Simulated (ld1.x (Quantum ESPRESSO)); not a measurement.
# helium: one change to an ultrasoft potential, before and after

helium (He), ultrasoft, made with ld1.x (Quantum ESPRESSO) 7.5 (PW91, non-relativistic). Core none, reference 1s2. Waves: 1s (bound): rcut 0.65, rcutus 0.80 bohr; 1s channel at -0.7 Ry: rcut 0.65, rcutus 0.80 bohr; 2p channel at 0.2 Ry: rc 0.65 bohr. Local part: the p channel. Core correction: none. Augmentation charge: PSQ, radius 0.55 bohr.

Change: all radii scaled by about 1.10 (s 0.88, p 0.72 bohr, rcut 0.72/0.72); augmentation PSQ, radius 0.60 bohr.

Cutoffs: the cutoffs (Ry, on a coarse ladder) from which the occupation-weighted sum of valence levels, in a spherical-Bessel basis at the reference potential, stays within 10 and 1 mRy of its value at 400 Ry; they do not see the model core or the augmentation charge, which bear on the density cutoff. Errors are all-electron minus pseudo energies relative to the spin-unpolarised reference configuration.

**Question.** How do hardness, ghosts and transferability respond?

**Answer.** The potential gets softer (60 Ry and 80 Ry → 50 Ry and 70 Ry); neither file shows a bound ghost. A larger radius leaves more room for a smooth pseudo-wave, so fewer plane waves are needed.

```csv
quantity,base,changed
"cutoff, loose",60 Ry,50 Ry
"cutoff, tight",80 Ry,70 Ry
bound ghosts,none,none
"error for 1s1, meV [ΔE 27.08 eV]",+6.2,+9.9
"error for 1s1.5, meV [ΔE 10.61 eV]",+1.0,+1.6
lowest overlap eigenvalue by channel,s 0.96,s 0.96
```
